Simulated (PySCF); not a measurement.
Species: CH5BClNO.
SMILES with atom numbers: `[CH3:1][O:2][B:3]([NH2:4])[Cl:5]` (hydrogens: H6, H7, H8 on C1; H9, H10 on N4)

Torsions of this conformer, `[CH3:1][O:2][B:3]([NH2:4])[Cl:5]`: C1–O2–B3–N4 0°, H–N4–B3–O2 180°, H–N4–B3–O2 0°.

The closed-shell ground state was solved at several levels (PySCF, density fitting, gas phase, non-relativistic). Geometry: PBE0-D3(BJ)/def2-SVP, one conformer, isolated molecule.

| level | basis functions | HOMO (eV) | LUMO (eV) | gap (eV) | dipole (D) |
| --- | --- | --- | --- | --- | --- |
| PBE0/pcSseg-1 | 117 | -8.11 | 1.00 | 9.11 | 4.08 |
| CAM-B3LYP/def2-SVPD | 150 | -9.63 | 0.64 | 10.27 | 3.83 |

(1) Estimate the row for CAM-B3LYP/pcSseg-2, a basis of 257 functions; the other rows only guide the guess.

(2) Over all these levels, which gives the widest orbital gap and which the narrowest?

(3) How far do the dipole and the HOMO energy spread over the levels?

## Answers

(1) HOMO -9.59 eV, LUMO 0.89 eV, gap 10.48 eV, dipole 3.82 D.

(2) CAM-B3LYP/pcSseg-2 (range-separated hybrid) has the widest, 10.48 eV, and PBE0/pcSseg-1 (global hybrid, 25 % exact exchange) the narrowest, 9.11 eV. Functional and basis both differ between the two, so the spread mixes both effects.

(3) The dipole runs from 3.82 to 4.08 D (mean 3.91 D) and the HOMO from -9.63 to -8.11 eV.
